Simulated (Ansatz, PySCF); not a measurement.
Donor–acceptor adduct: BH3 (SMILES B) (first 4 atoms) with CHN (SMILES C#N); geometry from B3LYP-D3(BJ)/def2-TZVP.
(charge 0, multiplicity 1):
```csv
atom,x (Å),y (Å),z (Å)
B,-0.0969,0.0482,0.7696
H,0.6659,0.9271,0.4507
H,0.2039,-1.0311,0.3220
H,-1.2557,0.3333,0.5912
C,0.1712,-0.1899,3.4287
N,0.0572,-0.0886,2.2981
H,0.2776,-0.2844,4.4848
```

Basis-set superposition error: the interaction energy with monomers in their own basis, and in the dimer's basis (counterpoise).

Codes used: Ansatz (a quantum-chemistry and plane-wave program) with Gaussian orbitals; PySCF for 6-31G* rows. Each number belongs to the level named beside it.

```
level                uncorrected (kJ/mol)  counterpoise (kJ/mol)  difference
-------------------  --------------------  ---------------------  ----------
HF/6-31G*                           -83.8                  -79.1         4.7
HF/aug-cc-pVTZ                      -80.7                  -79.9         0.8
PBE/def2-TZVPPD                    -173.1                 -171.9         1.2
B2PLYP/def2-TZVPPD                 -138.5                 -136.1         2.4
MP2/6-31G*                         -137.3                 -119.4        17.9
MP2/aug-cc-pVDZ                    -133.8                 -121.6        12.2
SCS-MP2/aug-cc-pVTZ                -128.2                 -122.0         6.1
CCSD/aug-cc-pVDZ                   -117.2                 -105.6        11.6
CCSD/aug-cc-pVTZ                   -126.4                 -121.8         4.6
CCSD(T)/aug-cc-pVTZ                -133.9                 -129.0         4.9
```

The error is largest for MP2/6-31G* (17.9 kJ/mol) and smallest for HF/aug-cc-pVTZ (0.8 kJ/mol).
